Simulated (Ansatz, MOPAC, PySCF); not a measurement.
Pair of molecules: H4SeSi (SMILES [SiH3][SeH]) (first 6 atoms) with HF (SMILES F); geometry from B3LYP-D3(BJ)/def2-TZVP.
(charge 0, multiplicity 1):
| atom | x (Å) | y (Å) | z (Å) |
|---|---|---|---|
| Si | 0.6140 | -1.3546 | 0.8601 |
| Se | -0.4734 | 0.6838 | 0.9874 |
| H | 0.0502 | -2.1599 | -0.2427 |
| H | 2.0175 | -0.9959 | 0.5795 |
| H | 0.4886 | -2.0777 | 2.1396 |
| H | -1.7522 | 0.0804 | 1.3975 |
| F | 0.8532 | 0.7205 | 3.9884 |
| H | 0.4022 | 0.8300 | 3.1711 |

Interaction energies are E(AB) − E(A) − E(B) at the monomers' geometry in the complex; basis-set methods are counterpoise corrected.

Rows in 6-31G* carry no dispersion term and start afresh at each structure (6-31G* with six Cartesian d functions); the Pople sets are all-electron and without relativity. The state reached by AM1 isn't checked.

Codes used: Ansatz (Gaussian basis) for Hartree–Fock, density functionals and correlated methods; MOPAC for AM1 (differences of heats of formation); PySCF for 6-31G* rows, the dispersion terms. Values without a source in brackets are computed.

**Question.** Predict the interaction energy from HF/6-31G*.

**Answer.** -1.8 kcal/mol

**Question.** Estimate the interaction energy that AM1 returns for this input.

**Answer.** 0.1 kcal/mol

**Question.** What interaction energy does revPBE-D4/def2-TZVPPD give?

**Answer.** -5.8 kcal/mol

Ansatz is a program for electronic structure.
